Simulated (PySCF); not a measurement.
**Dipole moment and polarisability of `[H]/N=C(\C)COC(F)F`**

C4H7F2NO.
Cartesian coordinates in Å at the GFN2-xTB level; atoms count from 1:
```
atom  x, y, z in Å
C1    -1.7388    0.4559    0.3018
C2    -0.7512   -0.5524   -0.1949
N3    -0.7148   -1.7851    0.0466
C4     0.3519   -0.0039   -1.0780
O5     1.1915    0.9090   -0.3726
C6     1.8722    0.3707    0.6570
F7     1.1695    0.4538    1.8219
F8     2.9870    1.0884    0.8612
H9    -1.2094    1.2991    0.7415
H10   -2.3274    0.8307   -0.5348
H11   -2.4058    0.0215    1.0429
H12   -1.4579   -2.1336    0.6489
H13    0.9456   -0.8371   -1.4717
H14   -0.0626    0.5839   -1.8986
H15    2.1458   -0.6927    0.5219
```

Level: CAM-B3LYP/def2-SVPD (PySCF), static field, nuclei fixed, core orbitals frozen in the response. The polarisability tensor in these axes (au):

```
x   64.52  2.19 -0.78
y    2.19 65.22 -1.28
z   -0.78 -1.28 56.56
```

**Question.** Diagonalise the tensor; give its mean and Δα, where Δα² is half the sum of the squared differences of the eigenvalues.

**Answer.** Principal values 56.35, 62.66 and 67.29 au; mean 62.10 au = 9.20 Å³ = 10.24 × 10⁻⁴⁰ C²·m²/J; Δα = 9.51 au (15 % of the mean).

**Question.** What is the dipole moment, and where does it point?

**Answer.** (-2.57, -0.52, -1.28) D, 2.92 D in size, pointing from the negative to the positive side. Measured along this direction, the outermost atoms are F8 at the negative end and H10 at the positive end.

**Question.** What are the principal values of the traceless quadrupole moment, Θ = ½Σq(3rr − r²1), about the centre of nuclear charge?

**Answer.** -9.86, 2.61, 7.25 D·Å. The values depend on the origin, since the dipole doesn't vanish. The electronic extent ⟨r²⟩ about the same centre is 1014 bohr², a root-mean-square distance of 2.11 Å for the 64 electrons.

**Question.** In a dilute gas of rigid molecules at 350 K, how does the orientational term μ²/3kT compare with the electronic polarisability?

**Answer.** In Gaussian units μ²/3kT = 58.87 Å³ against 9.20 Å³, a ratio of 6.40; the Debye molar polarisation (4π/3)N_A(α + μ²/3kT) is 171.7 cm³/mol, leaving out the vibrational part.

**Question.** Find the Langevin capture rate constant for NO+ (29.998 u) meeting this molecule (123.050 u), k = 2.342 × 10⁻⁹ cm³/s × √(α in Å³ / reduced mass in u).

**Answer.** The reduced mass is 24.12 u, so k = 1.45 × 10⁻⁹ cm³/s. The formula leaves out the permanent dipole, which adds to the capture rate.

**Question.** In TDDFT the mean static polarisability is Σ f/ω² over all singlet excitations (ω in hartree). How much of it do the 8 lowest give? Their energies (eV) and oscillator strengths: 5.28, 0.0027; 7.46, 0.0456; 7.62, 0.0052; 8.24, 0.2176; 8.39, 0.0117; 8.50, 0.0309; 8.73, 0.0037; 8.84, 0.0066.

**Answer.** They add up to 3.66 au, 5.9 % of the 62.10 au; the largest single term is 2.37 au, from the state at 8.24 eV. Terms in order: 0.07, 0.61, 0.07, 2.37, 0.12, 0.32, 0.04, 0.06 au. Higher excitations give the rest. The strengths listed sum to 0.324.

**Question.** What would n − 1 = 2πNα be for an ideal gas of these molecules at 298.15 K and 1 atm, electronic part alone?

**Answer.** N = p/kT = 2.4615 × 10¹⁹ cm⁻³, so n − 1 = 2π × N × 9.20 × 10⁻²⁴ cm³ = 1423 × 10⁻⁶ at long wavelengths, for an ideal gas.

Geometry: GFN2-xTB, one conformer, isolated molecule.
